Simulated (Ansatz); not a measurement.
Si₁₈NH₂₈⁺, a doped nanocrystal cut from the lattice of silicon (N on a surface site). The state is a singlet with charge 1. Geometry PBE-D4/def2-SVP.

```xyz
47

N     1.542    1.404   -1.447
Si    2.383   -2.952    1.522
Si   -1.314   -3.833    0.973
Si    3.634    0.745    1.235
Si   -0.170   -0.143    1.205
Si    1.027    3.575    1.204
Si   -2.763    2.636    1.459
Si    0.663   -1.961   -1.861
Si   -1.879    0.799   -1.891
Si   -3.938   -0.983    0.942
Si    4.212   -1.540    1.060
Si    0.392   -2.291    0.448
Si   -3.441   -3.166    0.209
Si    2.165   -0.191   -2.257
Si    1.480    1.368    0.480
Si   -2.256    0.584    0.416
Si   -1.200    4.337    0.995
Si    0.012    2.146   -2.283
Si   -1.274   -1.207   -2.978
H     2.719   -4.364    1.120
H     2.083   -2.911    2.998
H    -1.326   -3.915    2.478
H    -0.922   -5.173    0.408
H     3.565    1.129    2.691
H     4.636    1.636    0.542
H    -0.083   -0.046    2.710
H     1.389    3.493    2.665
H     2.005    4.492    0.511
H     2.293    2.094   -1.645
H    -2.763    2.352    2.939
H    -4.138    3.082    1.036
H     1.301   -3.129   -2.569
H    -2.983    1.522   -2.621
H    -4.036   -0.971    2.446
H    -5.236   -0.489    0.359
H     5.320   -1.802    2.046
H     4.723   -1.814   -0.329
H    -4.477   -4.115    0.756
H    -3.479   -3.217   -1.294
H     3.548   -0.323   -1.695
H     2.251    0.188   -3.710
H    -1.416    4.852   -0.403
H    -1.381    5.475    1.965
H    -0.013    3.542   -1.738
H     0.413    2.184   -3.732
H    -2.379   -2.225   -2.965
H    -0.892   -0.870   -4.399
```

LC-ωPBE has ω = 0.4 bohr⁻¹. Single mean-field runs in def2-SVP, def2-TZVP are fitted with def2-universal-jkfit. Another isomer (singlet) lies 0.14 eV lower at PBE0-D4/def2-TZVP; other spin states weren't run for this one.

Question: Estimate the orbital energies around the gap (eV) in Ansatz with HF/STO-3G, PBE-D4/def2-SVP, PBE0-D4/def2-SVP, PBE0-D4/def2-TZVP, LC-ωPBE/def2-TZVP.

Answer: 
```json
{"orbital": "HOMO−9", "HF/STO-3G": "-11.46", "PBE-D4/def2-SVP": "-10.14", "PBE0-D4/def2-SVP": "-11.26", "PBE0-D4/def2-TZVP": "-11.17", "LC-ωPBE/def2-TZVP": "-13.72"}
{"orbital": "HOMO−8", "HF/STO-3G": "-11.24", "PBE-D4/def2-SVP": "-10.00", "PBE0-D4/def2-SVP": "-11.11", "PBE0-D4/def2-TZVP": "-11.03", "LC-ωPBE/def2-TZVP": "-13.55"}
{"orbital": "HOMO−7", "HF/STO-3G": "-11.10", "PBE-D4/def2-SVP": "-9.96", "PBE0-D4/def2-SVP": "-11.05", "PBE0-D4/def2-TZVP": "-10.96", "LC-ωPBE/def2-TZVP": "-13.43"}
{"orbital": "HOMO−6", "HF/STO-3G": "-10.91", "PBE-D4/def2-SVP": "-9.94", "PBE0-D4/def2-SVP": "-11.01", "PBE0-D4/def2-TZVP": "-10.90", "LC-ωPBE/def2-TZVP": "-13.39"}
{"orbital": "HOMO−5", "HF/STO-3G": "-10.76", "PBE-D4/def2-SVP": "-9.82", "PBE0-D4/def2-SVP": "-10.90", "PBE0-D4/def2-TZVP": "-10.82", "LC-ωPBE/def2-TZVP": "-13.29"}
{"orbital": "HOMO−4", "HF/STO-3G": "-10.63", "PBE-D4/def2-SVP": "-9.77", "PBE0-D4/def2-SVP": "-10.82", "PBE0-D4/def2-TZVP": "-10.74", "LC-ωPBE/def2-TZVP": "-13.15"}
{"orbital": "HOMO−3", "HF/STO-3G": "-10.60", "PBE-D4/def2-SVP": "-9.67", "PBE0-D4/def2-SVP": "-10.73", "PBE0-D4/def2-TZVP": "-10.66", "LC-ωPBE/def2-TZVP": "-13.07"}
{"orbital": "HOMO−2", "HF/STO-3G": "-9.84", "PBE-D4/def2-SVP": "-9.38", "PBE0-D4/def2-SVP": "-10.37", "PBE0-D4/def2-TZVP": "-10.26", "LC-ωPBE/def2-TZVP": "-12.61"}
{"orbital": "HOMO−1", "HF/STO-3G": "-9.53", "PBE-D4/def2-SVP": "-9.09", "PBE0-D4/def2-SVP": "-10.07", "PBE0-D4/def2-TZVP": "-9.98", "LC-ωPBE/def2-TZVP": "-12.28"}
{"orbital": "HOMO", "HF/STO-3G": "-9.44", "PBE-D4/def2-SVP": "-9.06", "PBE0-D4/def2-SVP": "-10.03", "PBE0-D4/def2-TZVP": "-9.95", "LC-ωPBE/def2-TZVP": "-12.24"}
{"orbital": "LUMO", "HF/STO-3G": "4.62", "PBE-D4/def2-SVP": "-5.81", "PBE0-D4/def2-SVP": "-5.12", "PBE0-D4/def2-TZVP": "-5.18", "LC-ωPBE/def2-TZVP": "-3.16"}
{"orbital": "LUMO+1", "HF/STO-3G": "4.86", "PBE-D4/def2-SVP": "-5.03", "PBE0-D4/def2-SVP": "-4.37", "PBE0-D4/def2-TZVP": "-4.46", "LC-ωPBE/def2-TZVP": "-2.53"}
{"orbital": "LUMO+2", "HF/STO-3G": "5.16", "PBE-D4/def2-SVP": "-4.82", "PBE0-D4/def2-SVP": "-4.16", "PBE0-D4/def2-TZVP": "-4.27", "LC-ωPBE/def2-TZVP": "-2.35"}
{"orbital": "LUMO+3", "HF/STO-3G": "5.18", "PBE-D4/def2-SVP": "-4.80", "PBE0-D4/def2-SVP": "-4.14", "PBE0-D4/def2-TZVP": "-4.24", "LC-ωPBE/def2-TZVP": "-2.29"}
{"orbital": "LUMO+4", "HF/STO-3G": "5.76", "PBE-D4/def2-SVP": "-4.58", "PBE0-D4/def2-SVP": "-3.86", "PBE0-D4/def2-TZVP": "-3.99", "LC-ωPBE/def2-TZVP": "-1.99"}
{"orbital": "LUMO+5", "HF/STO-3G": "6.04", "PBE-D4/def2-SVP": "-4.51", "PBE0-D4/def2-SVP": "-3.80", "PBE0-D4/def2-TZVP": "-3.91", "LC-ωPBE/def2-TZVP": "-1.90"}
```
